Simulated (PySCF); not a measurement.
H$_{3}$B$_{3}$O$_{3}$, triplet, geometry from GFN2-xTB (a higher spin typed on purpose: for a closed-shell molecule this is an excited state). Base run: SVWN5/STO-3G run with PySCF.

Input for PySCF:
```python
from pyscf import gto, scf, dft

mol = gto.Mole()
mol.atom = '''
    B    -0.579297    1.234690    0.548000
    O    -1.391448   -0.011194    0.253351
    B    -0.712762   -1.079500   -0.103568
    O     0.612727   -1.178703   -0.332190
    B     1.379527    0.029749   -0.325058
    O     0.727033    1.071838    0.119027
    H    -1.172806    2.106937   -0.042589
    H    -1.347548   -2.079495   -0.215197
    H     2.496513   -0.007675   -0.660589
'''
mol.basis = 'sto-3g'
mol.charge = 0
mol.spin = 2
mol.verbose = 3
mol.build()

mf = dft.UKS(mol)
mf.xc = 'lda,vwn'
mf.kernel()
```

Each row names what was changed in the base input (with any setting that the change needs).

```tsv
change	E (Eh)	HOMO (eV)	dipole (D)	<S^2>	outcome
base	-295.62745	-0.34	0.86	2.002	converged
functional = b97-1	-298.02628	-1.44	1.12	2.006	converged
functional = m06	-297.85012	-1.51	1.00	2.004	converged
functional = mn12l	-297.13086	-0.37	0.95	2.006	converged
functional = pbe0	-297.76686	-1.81	1.09	2.008	converged
functional = blyp	-	-	-	-	not converged
functional = b3lyp	-298.07722	-1.53	1.10	2.007	converged
functional = pbe; dispersion = d4	-297.74161	-0.52	0.93	2.003	converged
functional = mn15	-296.51185	-2.14	0.88	2.006	converged
functional = pbe	-297.73485	-0.52	0.93	2.003	converged
functional = m06l	-298.03639	-0.73	1.01	2.004	converged
functional = tpssh	-298.15591	-1.23	1.12	2.006	converged
functional = bhandhlyp	-297.94098	-3.09	1.11	2.019	converged
```

Total energies compare only within one method and basis.

Open shells are given as the SCF converged; they aren't shown to be the lowest states, and a large step between rows can be another state.
